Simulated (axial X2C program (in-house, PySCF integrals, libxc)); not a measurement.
A run on WO without results

A two-component calculation with an axial X2C code built on PySCF integrals.

Input and command:
```json
{"zs": [74, 8], "q": 0, "bas": ["dyall-cv3z", "dyall-av3z"], "r0": 1.77, "levels": ["PBE0", "HF", "BP86", "r2SCAN", "TPSSh"], "nst": 3}
```
```bash
python soeom.py task.json out
```

Keys: zs atomic numbers; q charge; bas basis sets; r0 starting distance in Å; levels methods; nst determinants followed.

Outcome:

The PBE0 distance search ended without bracketing a minimum (an unconverged step or the end of its range); this says nothing on whether the molecule is bound.
